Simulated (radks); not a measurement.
Results of a calculation; reference values are marked as such.
Ionisation of neutral antimony, [Kr] 4d10 5s2 5p3, to Sb+, [Kr] 4d10 5s2 5p2, under several functionals. Scalar-relativistic Kohn-Sham, spin-unpolarised, spherical densities, finite nucleus; a radial shooting solver on a logarithmic mesh with Libxc functionals.

functional,E(Sb) (hartree),Exc (hartree),IE (eV),-e(HOMO) (eV),<r> HOMO (bohr),IE error (eV)
MS2 meta-GGA,-6481.15966,-169.84810,8.335,4.864,2.909,-0.273
r2SCAN,-6482.14172,-170.67335,8.442,4.967,2.894,-0.167
exchange-only r2SCAN,-6479.41740,-167.91117,7.604,4.195,2.941,-1.005

NIST Atomic Spectra Database: 8.608 eV (measured). Closest: r2SCAN. The Delta-SCF values span 0.84 eV, the total energies 2.72 hartree. The highest occupied level is 5p. Spin polarisation and multiplet splitting are left out, so open shells lie too high by an amount that depends on their filling. Spin-orbit splitting is averaged out at the scalar-relativistic level.

Beside tabulated values, note that spin-unpolarised runs miss the spin-polarisation part of the exchange energy of open shells.
